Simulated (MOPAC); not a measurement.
MOPAC input (PM6):

```
PM6 FORCE THERMO(298,298) PRECISE LET GEO-OK AUX(PRECISION=9) THREADS=1
BrGa

Ga    0.00000000 1    0.00000000 1   -1.24987942 1
Br    0.00000000 1    0.00000000 1    1.10443542 1
```

Output:

```
 *******************************************************************************
 **                                                                           **
 **                              MOPAC v23.2.5                                **
 **                                                                           **
 *******************************************************************************
 ** MOPAC's Digital Object Identifier: https://doi.org/10.5281/zenodo.6511958 **
 **                                                                           **
 ** Please cite the open-source release paper for use of this MOPAC version:  **
 ** J. E. Moussa and J. J. P. Stewart (2026)                                  **
 ** MOPAC: An open-source semiempirical molecular orbital program             **
 ** J. Open Source Softw., 11(119), 8025, https://doi.org/10.21105/joss.08025 **
 *******************************************************************************

                              PM6 CALCULATION RESULTS

 *******************************************************************************
 *  PM6        - The PM6 Hamiltonian to be used
 *  GEO-OK     - OVERRIDE INTERATOMIC DISTANCE AND OTHER SAFETY CHECKS
 *  LET        - OVERRIDE SOME SAFETY CHECKS
 *  PRECISE    - TIGHTER CRITERIA TO BE USED
 *  FORCE      - FORCE CALCULATION SPECIFIED
 *  AUX        - OUTPUT AUXILIARY INFORMATION
 *  THERMO     - THERMODYNAMIC QUANTITIES TO BE CALCULATED
 *******************************************************************************
PM6 FORCE THERMO(298,298) PRECISE LET GEO-OK AUX(PRECISION=9) THREADS=1
 BrGa

   ATOM   CHEMICAL          X               Y               Z
  NUMBER   SYMBOL      (ANGSTROMS)     (ANGSTROMS)     (ANGSTROMS)

     1      Ga          0.00000000  *   0.00000000  *  -1.24987942  *
     2      Br          0.00000000  *   0.00000000  *   1.10443542  *

          CARTESIAN COORDINATES

    NO.       ATOM           X           Y           Z

     1        Ga          0.0000      0.0000     -1.2499
     2        Br          0.0000      0.0000      1.1044

 General Reference for PM6:
 "Optimization of Parameters for Semiempirical Methods V: Modification of NDDO Approximations
 and Application to 70 Elements", J. J. P. Stewart, J. Mol. Mod., 13, 1173-1213 (2007)
 URL: https://link.springer.com/article/10.1007/s00894-007-0233-4

           Empirical Formula: Ga Br  =     2 atoms

      MOLECULAR POINT GROUP   :   C*v

      RHF CALCULATION, NO. OF DOUBLY OCCUPIED LEVELS = 5

          HEAT OF FORMATION =      -6.614862 KCALS/MOLE

          CARTESIAN COORDINATE DERIVATIVES

   NUMBER  ATOM         X            Y            Z

     1      Ga     -0.000242     0.000000     0.000000
     2      Br      0.000242     0.000000     0.000000

 DIPOLE           X         Y         Z       TOTAL
 POINT-CHG.    -3.972     0.000     0.000     3.972
 HYBRID         1.730     0.000    -0.000     1.730
 SUM           -2.242     0.000     0.000     2.242

          GRADIENT NORM =   0.00034

          MOLECULAR WEIGHT =  149.64

          ROTATIONAL CONSTANTS IN CM(-1)

          A =    0.00000000   B =    0.08167570   C =    0.08167570

           PRINCIPAL MOMENTS OF INERTIA IN UNITS OF 10**(-40)*GRAM-CM**2

          A =        0.0000   B =      342.7305   C =      342.7305

          ORIENTATION OF MOLECULE IN FORCE CALCULATION

    NO.       ATOM         X         Y         Z

     1         Ga      -1.2572    0.0000    0.0000
     2         Br       1.0972    0.0000   -0.0000

    FIRST DERIVATIVES WILL BE USED IN THE CALCULATION OF SECOND DERIVATIVES

    FOR POINT-GROUP C*v  THERE ARE  84 UNIQUE SYMMETRY FUNCTIONS.

(To convert to Hartree/Bohr^2, multiply by (10^(-21) x N x a0^2)/(4.184 x 627.51) =  0.0642)

           FORCE MATRIX IN MILLIDYNES/ANGSTROM

                 Ga  1      Br  2
 ------------------------------
    Ga    1   1.824257
    Br    2   1.824245   1.824233

          HEAT OF FORMATION =      -6.614862 KCALS/MOLE

          ZERO POINT ENERGY       0.412 KCAL/MOL

           NORMAL COORDINATE ANALYSIS (Total motion = 1 Angstrom)

   Root No.       1

                 1 Sig

                 288.4

           1    0.5340
           2   -0.0000
           3   -0.0000
           4   -0.4660
           5   -0.0000
           6    0.0000

           MASS-WEIGHTED COORDINATE ANALYSIS (NORMAL COORDINATES)

   Root No.       1

                 1 Sig

                 288.4

           1    0.7307
           2   -0.0000
           3   -0.0000
           4   -0.6827
           5   -0.0000
           6    0.0000

          DESCRIPTION OF VIBRATIONS

 VIBRATION          1    1Sig        ATOM PAIR     ENERGY CONTRIBUTION    RADIAL
 FREQUENCY           288.36         Ga1 -- Br2        +100.0% (100.0%)    100.0%
 TRANSITION DIPOLE   5.7334
 TRAVEL (Ang.)       0.0792
 REDUCED MASS       37.2370
 EFFECTIVE MASS     74.3879
 FORCE CONSTANT      1.8242

      SYMMETRY NUMBER FOR POINT-GROUP C*v =  1

          SYSTEM IS A GROUND STATE

 BrGa

          MOLECULE IS LINEAR

          THERE ARE  1 GENUINE VIBRATIONS IN THIS SYSTEM
          THIS THERMODYNAMICS CALCULATION IS LIMITED TO
          MOLECULES WHICH HAVE NO INTERNAL ROTATIONS

                    CALCULATED THERMODYNAMIC PROPERTIES
                                          *
   TEMP. (K)   PARTITION FUNCTION   H.O.F.    ENTHALPY  HEAT CAPACITY ENTROPY
                                   KCAL/MOL   CAL/MOLE    CAL/K/MOL  CAL/K/MOL

 298.00  VIB.     0.1331D+01                   272.6583     1.6951     1.4827
         ROT.     0.2536D+04                   592.1869     1.9872    17.5635
         INT.     0.3375D+04                   864.8452     3.6823    19.0462
         TRA.     0.1770D+28                  1480.4672     4.9680    40.9172
         TOT.                       -6.615    2345.3124     8.6503    59.9635

   *: NOTE: HEATS OF FORMATION ARE RELATIVE TO THE
            ELEMENTS IN THEIR STANDARD STATE AT 298K
              (=  Standard Enthalpy of Formation).

            Hvib:  Zero-point energy is not included.
                   frequencies of less than zero cm-1 are not included.
            Hrot = (3/2)RT
            Htra = (3/2)RT + pV = (5/2)RT

            Heat capacity is Cp, not Cv

          For more information, see: HTTP://OpenMOPAC.net/Manual/thermochemistry.html

           FORCE CONSTANT IN CARTESIAN COORDINATES (Millidynes/A)

    ATOM   CHEMICAL       X               Y               Z
   NUMBER   SYMBOL  FORCE CONSTANT  FORCE CONSTANT  FORCE CONSTANT

      1      Ga        1.824245        0.000376        0.000376
      2      Br        1.824245        0.000376        0.000376

 **********************
 *                    *
 * JOB ENDED NORMALLY *
 *                    *
 **********************

 == MOPAC DONE ==
```
